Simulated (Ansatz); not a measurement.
C4H10FIn, SMILES `C[CH2][In]([F])[CH2]C`. Total charge 0; spin multiplicity 1. In takes the def2 core potential. Geometry: relaxed with PBE0-D4/def2-TZVP. It is one conformer, not always the lowest.

```xyz
16

C     0.557   -2.582    1.467
C     1.398   -1.491    0.817
In    0.201   -0.023   -0.197
F    -1.488   -0.951   -0.689
C     0.012    1.980   -0.953
C    -1.438    2.394   -1.158
H    -0.125   -3.044    0.752
H     1.191   -3.369    1.887
H    -0.055   -2.189    2.282
H     2.040   -0.984    1.541
H     2.064   -1.910    0.055
H     0.539    2.659   -0.278
H     0.564    1.997   -1.898
H    -1.976    1.683   -1.786
H    -1.981    2.452   -0.212
H    -1.503    3.379   -1.631
```

Problem. What is the dipole moment at PBE/def2-TZVPP? (Estimate.)

Solution. Computed: 3.40 D, with components (2.90, 1.58, 0.82) D in this frame, pointing from negative to positive charge.

Problem. And with r2SCAN, B3LYP, ωB97M-V? (An estimate is asked.)

Solution. Computed: r2SCAN 3.51 D, B3LYP 3.60 D, ωB97M-V 3.60 D.

Problem. Give the Mulliken charges with PBE, r2SCAN, ωB97M-V in def2-TZVPP. (An estimate is asked.)

Solution. Computed: 
```tsv
atom	PBE	r2SCAN	ωB97M-V
C1	-0.26	-0.13	-0.31
C2	-0.31	-0.25	-0.39
In3	0.70	0.76	0.78
F4	-0.49	-0.54	-0.54
C5	-0.31	-0.25	-0.39
C6	-0.25	-0.13	-0.31
H7	0.11	0.07	0.13
H8	0.08	0.04	0.10
H9	0.08	0.04	0.10
H10	0.10	0.06	0.13
H11	0.09	0.06	0.12
H12	0.10	0.06	0.13
H13	0.09	0.06	0.12
H14	0.11	0.07	0.13
H15	0.08	0.04	0.10
H16	0.08	0.04	0.10
```

B3LYP here is the variant with VWN-RPA as its local correlation; programs differ in this.
